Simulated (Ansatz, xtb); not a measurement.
# Relative energy of two isomers of C5H5ClOS

Structure I is `COc1cc(Cl)cs1`, a singlet and structure II is `COc1cscc1Cl`, a singlet. Both are isolated molecules in the gas phase, relaxed with B3LYP/def2-SVP; the shapes shown needn't be the lowest conformers.

I (Å):

```yaml
atoms:
  - { symbol: C, position_ang: [-1.8221, 0.7529, -2.6961] }
  - { symbol: C, position_ang: [-0.2561, 0.9907, -0.9591] }
  - { symbol: C, position_ang: [0.1831, -0.3108, -0.9012] }
  - { symbol: C, position_ang: [1.1852, -0.4684, 0.1119] }
  - { symbol: C, position_ang: [1.4913, 0.6746, 0.7944] }
  - { symbol: Cl, position_ang: [1.9380, -2.0056, 0.4280] }
  - { symbol: O, position_ang: [-1.1711, 1.5760, -1.7449] }
  - { symbol: S, position_ang: [0.5443, 2.0163, 0.2107] }
  - { symbol: H, position_ang: [-2.5246, 1.3970, -3.2402] }
  - { symbol: H, position_ang: [-2.3790, -0.0631, -2.2028] }
  - { symbol: H, position_ang: [-1.0987, 0.3161, -3.4069] }
  - { symbol: H, position_ang: [-0.1686, -1.1263, -1.5294] }
  - { symbol: H, position_ang: [2.2109, 0.8073, 1.5985] }
```

II (Å):

```xyz
13

C    -0.2803   -1.5946    0.0294
C     0.0208    0.4926   -1.0206
C    -1.1134    0.4383   -1.7997
C     0.1773    2.5422   -2.1533
C     0.7584    1.7126   -1.2334
Cl    2.2315    2.0570   -0.3877
O     0.4785   -0.4174   -0.1404
S    -1.2813    1.8602   -2.7836
H    -0.3598   -2.1638   -0.9148
H     0.2438   -2.2061    0.7755
H    -1.2987   -1.3697    0.3958
H    -1.8588   -0.3509   -1.8541
H     0.5375    3.5134   -2.4854
```

Energies in hartree; the thermal terms are from GFN2-xTB frequencies at re-optimised GFN2-xTB minima (ideal gas, soft modes damped towards free rotors, one conformer each, 298.15 K, 1 atm) and include the zero-point energy:

```
                               I            II
E, CCSD(T)/def2-SVP  −1124.827813  −1124.829207
    E, MP2/def2-SVP  −1124.730860  −1124.732481
  E, MP2/def2-TZVPP  −1125.625507  −1125.628179
  zero-point energy      0.086926      0.087010
       H(298 K) − E      0.096029      0.096044
       G(298 K) − E      0.053330      0.053584
```

Q: Correct the CCSD(T) difference for the basis set by the MP2 change, then work out ΔE, ΔE₀, ΔH and ΔG for I → II in kcal/mol (1 Eh = 627.51 kcal/mol) and the equilibrium ratio [II]/[I].

A: 1. Differences II − I: CCSD(T) −0.001394, MP2 in the small set −0.001621, MP2 in the large set −0.002672 Eh.
2. ΔE = −0.001394 + (−0.002672 − (−0.001621)) = −0.002445 Eh = −1.53 kcal/mol.
3. ΔE₀ = ΔE + ΔZPE = −0.002445 + (+0.000084) Eh = −1.48 kcal/mol.
4. ΔH = ΔE + (+0.000015) Eh = −1.52 kcal/mol.
5. ΔG = ΔE + (+0.000254) Eh = −1.37 kcal/mol, so ΔS = (ΔH − ΔG)/T = −2.1 J/(mol K).
6. kT = 0.9442 mEh, so K = [II]/[I] = exp(−ΔG/kT) = exp(+2.32) ≈ 10.

The sums favour II, but ΔE leans on the basis-set step (CCSD(T) alone has the other sign or is under 1 kcal/mol), so the order isn't settled. An error of 1 kcal/mol in ΔG would change K by a factor of 5.4. GFN2-xTB, HF/STO-3G gave ΔE the other sign. Mirror images and further conformers aren't counted.

As drawn, both hold the same kinds of bond in the same numbers.

Other levels gave ΔE = +0.5 (GFN2-xTB); +2.8 (HF/STO-3G, GFN2-xTB geometries); −0.9 (r2SCAN-D4/def2-SVP, GFN2-xTB geometries); −0.5 (B3LYP/def2-SVP); −0.3 (HF/def2-SVP); −1.0 (MP2/def2-SVP); −0.9 (CCSD(T)/def2-SVP) kcal/mol. The correlated steps freeze 16 core orbitals. Programs: Ansatz 0.2.0, xtb 6.7.1.
